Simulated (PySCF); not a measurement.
C4H4FOS2 (charge +1).
Atom-mapped SMILES: `[CH3:1][O:2][c+:3]1[s:4][cH:5][c:6]([F:7])[s:8]1`

Probes without a nucleus sit at each ring's centroid and 1 Å off its mean plane on both sides; NICS is minus the shielding there, NICSzz its component along the normal. Level: GIAO PBE0/pcSseg-1 (PySCF, non-relativistic, gas phase) on the GFN2-xTB geometry, one conformer.

Ring bond lengths (Å), with Mayer bond orders in brackets: C3–S4 1.720 (1.23), S4–C5 1.722 (1.07), C5–C6 1.342 (1.66), C6–S8 1.758 (1.06), S8–C3 1.716 (1.19).

Question: What do the NICS probes read (ppm)?

Answer: 
| ring | type | NICS(0) | NICS(1), two faces | NICS(1)zz, two faces | rms pucker (Å) | centre to ring atoms, mean (Å) |
| --- | --- | --- | --- | --- | --- | --- |
| C3–S4–C5–C6–S8 | 5-membered ring with 2 S; formal bonds all aromatic | -12.1 | -8.8 / -8.8 | -15.7 / -15.7 | 0.00 | 1.40 |

Question: What can be read from them?

Answer: 
- C3–S4–C5–C6–S8: mean NICS(1)zz -15.7 ppm, shielded.

Question: What does the geometric index give? Use HOMA with the parameters of Krygowski (1993).

Answer: 
- C3–S4–C5–C6–S8: HOMA 0.67; the largest term is that of C6–S8, α(R − Ropt)² = 0.61.

Question: Give the inner angles of the rings and the Hirshfeld charges of the ring atoms.

Answer: 
- C3–S4–C5–C6–S8: C3 117.6° (+0.120 e), S4 94.9° (+0.267 e), C5 116.3° (-0.065 e), C6 118.4° (+0.101 e), S8 92.8° (+0.269 e); sum 540.0° against 540° for a flat convex ring.

The values belong to the conformer `[CH3:1][O:2][c+:3]1[s:4][cH:5][c:6]([F:7])[s:8]1`: C1–O2–C3–S4 0°.
